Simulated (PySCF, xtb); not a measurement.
H4OSe2Si, SMILES O([SiH3])[Se][SeH]. One conformer was computed; it need not be the lowest.

Harmonic wavenumbers (cm⁻¹) from GFN2-xTB run with xtb at its own minimum, in rising order: 45, 89, 134, 195, 275, 288, 422, 602, 629, 649, 729, 790, 815, 857, 1905, 2223, 2257, 2319.

Problem. What does PySCF 2.14.0 with PBE0-D3(BJ)/def2-SVP give at its own minimum? (The exact figures need the calculation; the answer reports its results.)

Solution. 57, 96, 150, 209, 300, 350, 541, 708, 726, 747, 878, 933, 946, 974, 2236, 2239, 2265, 2401. Paired by order, the mean absolute difference is 85 cm⁻¹ and the zero-point energies are 21.8 and 24.0 kcal/mol.
